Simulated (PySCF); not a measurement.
**VNCl₂: double against triple zeta**

Base calculation in PySCF with density fitting and no spin–orbit coupling, PBE/def2-SVP (no relativity): singlet, Cs, V–Cl 2.182 Å (×2), V–N 1.528 Å; Cl–V–Cl 122.3°, Cl–V–N 109.7° (×2); wavenumbers 78, 180, 267, 394, 498, 1196 cm⁻¹; dipole moment 2.80 D, gap between the highest occupied and lowest empty levels 1.83 eV, polar-tensor charge of V 1.42 e, atomisation energy (no zero-point energy) 1494 kJ/mol.

Problem. What changes on going to PBE/def2-TZVP (no relativity)?

Solution. The point group stays the same. Changes: mean bond to V +0.002 Å, smallest bond angle +0.4 degrees, highest wavenumber -53 cm⁻¹, lowest wavenumber -3 cm⁻¹, dipole moment -0.19 D, gap between the highest occupied and lowest empty levels 0.00 eV, polar-tensor charge of V +0.05 e, atomisation energy (no zero-point energy) -17 kJ/mol. The new structure has V–Cl 2.180 Å (×2), V–N 1.538 Å; Cl–V–Cl 123.8°, Cl–V–N 110.1° (×2), with wavenumbers 75, 171, 262, 397, 502, 1143 cm⁻¹. The geometry is nearly converged in the smaller basis.

Each species is the lowest minimum found with this bonding; other isomers or fragments can lie lower.
